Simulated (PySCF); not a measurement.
F$_{3}$S (SMILES F[S](F)F), doublet, geometry from GFN2-xTB; MP2/cc-pV(T+d)Z in PySCF.

PySCF was given this input:
```python
from pyscf import gto, scf, mp

mol = gto.M(
    atom='''
F     1.615043   -0.609945    0.099165
S     0.180346    0.307769    0.047937
F    -1.313505    1.124532   -0.019015
F    -0.622153   -1.061731   -0.165371
''',
    basis='cc-pv(t+d)z',
    charge=0,
    spin=1,
    verbose=4,
)

mf = scf.UHF(mol)
mf.kernel()

pt = mp.MP2(mf, frozen=8)
pt.kernel()
print('E(MP2) = %.10f' % pt.e_tot)
```

Output, abridged:

```
PySCF version 2.14.0

[INPUT] verbose = 4
[INPUT] num. atoms = 4
[INPUT] num. electrons = 43
[INPUT] charge = 0
[INPUT] spin (= nelec alpha-beta = 2S) = 1
[INPUT] symmetry False subgroup None
[INPUT] Mole.unit = angstrom
[INPUT] Symbol           X                Y                Z      unit          X                Y                Z       unit  Magmom
[INPUT]  1 F      1.615043000000  -0.609945000000   0.099165000000 AA    3.051988949396  -1.152629001048   0.187394691142 Bohr   0.0
[INPUT]  2 S      0.180346000000   0.307769000000   0.047937000000 AA    0.340804547661   0.581599119631   0.090587801233 Bohr   0.0
[INPUT]  3 F     -1.313505000000   1.124532000000  -0.019015000000 AA   -2.482164713247   2.125057498309  -0.035933142259 Bohr   0.0
[INPUT]  4 F     -0.622153000000  -1.061731000000  -0.165371000000 AA   -1.175698777577  -2.006380807961  -0.312505898945 Bohr   0.0

nuclear repulsion = 186.920944564471
number of shells = 16
number of NR pGTOs = 190
number of NR cGTOs = 129
basis = cc-pv(t+d)z
ecp = {}

******** <class 'pyscf.scf.uhf.UHF'> ********
method = UHF
initial guess = minao
damping factor = 0
level_shift factor = 0
DIIS = <class 'pyscf.scf.diis.CDIIS'>
diis_start_cycle = 1
diis_space = 8
diis_damp = 0
SCF conv_tol = 1e-09
SCF conv_tol_grad = None
SCF max_cycles = 50
direct_scf = True
direct_scf_tol = 1e-13
number electrons alpha = 22  beta = 21
Set gradient conv threshold to 3.16228e-05
init E= -696.027240597364

cycle= 1 E= -695.707736839372  delta_E= 0.32  |g|= 0.623  |ddm|= 2.14
cycle= 2 E= -695.800366933636  delta_E= -0.0926  |g|= 0.457  |ddm|= 1.18
cycle= 3 E= -695.863805126935  delta_E= -0.0634  |g|= 0.0568  |ddm|= 0.41
cycle= 4 E= -695.86647662618  delta_E= -0.00267  |g|= 0.0247  |ddm|= 0.109
cycle= 5 E= -695.867460808694  delta_E= -0.000984  |g|= 0.0119  |ddm|= 0.0728
cycle= 6 E= -695.867785963236  delta_E= -0.000325  |g|= 0.00744  |ddm|= 0.0391
cycle= 7 E= -695.867908514437  delta_E= -0.000123  |g|= 0.00365  |ddm|= 0.0264
cycle= 8 E= -695.867952364692  delta_E= -4.39e-05  |g|= 0.00162  |ddm|= 0.021
cycle= 9 E= -695.867959568669  delta_E= -7.2e-06  |g|= 0.000785  |ddm|= 0.0085
cycle= 10 E= -695.867961169328  delta_E= -1.6e-06  |g|= 0.00029  |ddm|= 0.00433
cycle= 11 E= -695.867961350323  delta_E= -1.81e-07  |g|= 0.000103  |ddm|= 0.00147
cycle= 12 E= -695.867961367749  delta_E= -1.74e-08  |g|= 5.19e-05  |ddm|= 0.000371
cycle= 13 E= -695.867961371741  delta_E= -3.99e-09  |g|= 2.23e-05  |ddm|= 0.000187
cycle= 14 E= -695.867961372432  delta_E= -6.91e-10  |g|= 1.07e-05  |ddm|= 6.39e-05
Extra cycle  E= -695.867961372561  delta_E= -1.28e-10  |g|= 7.49e-06  |ddm|= 2.03e-05
converged SCF energy = -695.867961372561  <S^2> = 0.79493659  2S+1 = 2.0444428

******** <class 'pyscf.mp.ump2.UMP2'> ********
nocc = (np.int64(14), np.int64(13)), nmo = (121, 121)
frozen orbitals 8
E(UMP2) = -696.813767775951  E_corr = -0.945806403390534
E(SCS-UMP2) = -696.784023769212  E_corr = -0.91606239665093
E_corr(same-spin) = -0.252583023943512
E_corr(oppo-spin) = -0.693223379447022
E(MP2) = -696.8137677760
```
